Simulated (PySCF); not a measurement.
A structure optimised at PBE-D3(BJ)/def2-SVP, used in a PySCF frequency run:

```
C
H 1 1.1122
C 1 1.5241 2 109.37
H 3 1.1105 1 111.60 2 -60.37
H 3 1.1105 4 107.83 1 -122.91
H 3 1.1113 4 107.54 5 -115.70
C 1 1.5687 2 108.60 3 -129.84
H 7 1.1092 1 118.06 2 31.28
H 7 1.1130 8 108.05 1 -125.20
C 1 1.5687 2 108.60 3 129.84
H 10 1.1092 1 118.06 2 -31.28
H 10 1.1130 11 108.05 1 125.20
B 10 1.5935 11 122.67 12 132.10
N 13 1.3971 10 133.74 11 -31.75
H 14 1.0206 13 123.12 10 -7.44
H 14 1.0206 15 113.77 13 179.91
```

Task: Write its SMILES, formula and point group.

Result: CC1CB(N)C1, C4H10BN, Cs

Task: What are its rotational constants (standard atomic weights)?

Result: 8.9148, 2.1673, 1.8659 GHz
